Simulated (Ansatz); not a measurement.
Frontier orbitals of `CC(F)C(F)(F)F`.

```xyz
11

C     1.059   -0.761   -0.132
C     0.225    0.353    0.438
F     0.829    1.567    0.200
C    -1.171    0.418   -0.167
F    -1.138    0.561   -1.493
F    -1.837   -0.712    0.108
F    -1.871    1.435    0.335
H     1.178   -0.634   -1.209
H     0.590   -1.727    0.062
H     2.043   -0.750    0.337
H     0.093    0.250    1.520
```

Total charge 0; spin multiplicity 1. All single points use the PBE0-D4/def2-TZVP geometry. Basis def2-TZVPP, Ansatz.

Orbital energies of one run (eV). Highest occupied ones, from the top: -9.67, -9.97, -11.11, -11.35, -11.57, -12.03, -12.14, -12.51, -12.96, -13.13, -13.46, -14.50, -15.89, -16.60. Empty: 0.88, 1.46, 1.92, 2.48, 2.82, 3.30.

(1) Which functional gave them?
A. HSE06 (plane-wave form)
B. ωB97X-V
C. B97M-V
D. LC-ωPBE

## Answers

(1) A. HOMO energies: HSE06 -9.67, B97M-V -8.90, ωB97X-V -12.58, LC-ωPBE -12.89 eV.

LC-ωPBE has ω = 0.4 bohr⁻¹.
